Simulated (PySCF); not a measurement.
```xyz
4
charge 1 multiplicity 1, angstrom
Tc    0.0000    0.0000    0.0000
Se    2.2093    0.0000    0.0000
Se   -1.1046    1.9133    0.0000
Se   -1.1047   -1.9133    0.0000
```

All numbers come from PBE0/[Tc def2-SVP with ECP28, Se def2-SVP], scalar-relativistic core potentials, density fitting, no spin–orbit coupling, PySCF.

This geometry of [TcSe3]+ is a stationary point at this level.

**Question.** What is the point group?

**Answer.** D3h.

**Question.** Is it a minimum?

**Answer.** No: it has 1 imaginary mode, at 218i cm⁻¹ (a2'').

**Question.** Which band is strongest in the infrared?

**Answer.** 424 cm⁻¹ (e'), 32 km/mol.

**Question.** What are the dipole moment and the gap between the highest occupied and lowest empty levels?

**Answer.** 0.00 D about the centre of mass and 1.01 eV.

**Question.** Give the atomic charges and bond orders.

**Answer.** 
| atom | Mulliken | Löwdin | polar tensor | Mayer order to Tc1 |
| --- | --- | --- | --- | --- |
| Tc1 | 0.19 | -0.73 | 1.45 | – |
| Se2,3,4 | 0.27 | 0.58 | -0.15 | 1.99 |
Other Mayer orders above 0.3: Se–Se 0.38 (×3).

This need not be the most stable arrangement of these atoms. At this level a singlet minimum of C3v symmetry lies 102 kJ/mol below this structure. The small gap makes a closed-shell description doubtful.
